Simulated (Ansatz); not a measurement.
Calculated with Ansatz (gas phase, PBE0-D4/def2-TZVP geometries, no zero-point term in ΔE). CCSD(T)/CBS adds triple-zeta CCSD(T) − MP2 to the extrapolated MP2 energy (def2 sets, frozen cores). This one scheme is used for every species. Functionals use def2-TZVPP. One conformer a species, not always the lowest.

Consider the ligand exchange at a B–C bond: `BCS` + `CC(O)F` → `BOC(C)F` + CH₃SH.

`BCS`:

```xyz
8

B    -0.106   -0.449   -0.936
C    -0.460    0.241    0.403
S     0.839    0.490    1.641
H     1.025   -0.658   -1.271
H    -1.000   -0.742   -1.677
H    -1.297   -0.278    0.881
H    -0.880    1.217    0.107
H     1.879    0.179    0.853
```

`CC(O)F`:

Z-matrix (Å, degrees):
```
C
C 1 1.500
H 1 1.091 2 109.3
H 1 1.091 2 110.0 3 119.6
H 1 1.090 2 110.0 3 -120.1
O 2 1.377 1 109.2 3 -56.3
F 2 1.391 1 109.1 3 63.2
H 2 1.098 1 112.4 3 179.2
H 6 0.962 2 108.9 1 -174.9
```

`BOC(C)F`:

```xyz
11

B    -0.615   -0.830    1.739
O    -0.200    0.174    0.942
C     0.477   -0.077   -0.254
C     0.028    0.884   -1.314
F     1.815    0.103   -0.010
H    -1.153   -0.521    2.760
H    -0.451   -1.970    1.400
H     0.346   -1.128   -0.541
H     0.600    0.721   -2.228
H     0.184    1.906   -0.967
H    -1.032    0.737   -1.526
```

CH₃SH:

```xyz
6

C     0.106    0.038   -0.478
S    -0.429    0.647    1.136
H     1.131   -0.330   -0.447
H     0.064    0.893   -1.154
H    -0.562   -0.735   -0.855
H    -0.310   -0.514    1.798
```

| level | ΔE (kcal/mol) | difference from CCSD(T)/CBS |
| --- | --- | --- |
| PBE-D4 | -31.6 | 1.0 |
| r2SCAN-D4 | -32.5 | 0.1 |
| PBE0-D4 | -31.6 | 1.0 |
| ωB97M-V | -32.5 | 0.1 |
| HF/def2-TZVPP | -34.2 | -1.6 |
| MP2/def2-TZVPP | -33.3 | -0.7 |
| CCSD/def2-TZVPP | -33.2 | -0.6 |
| CCSD(T)/def2-TZVPP | -33.3 | -0.7 |
| SCS-MP2/def2-QZVPP | -33.4 | -0.8 |
| HF/CBS(def2) | -34.4 | -1.8 |
| CCSD(T)/CBS | -32.6 | 0 |

Largest T1 diagnostic among the species: 0.013.

In def2-TZVPP, CCSD(T) changes the Hartree–Fock value by +0.9 kcal/mol (the triples alone add −0.1 kcal/mol) and MP2 by +1.0 kcal/mol.
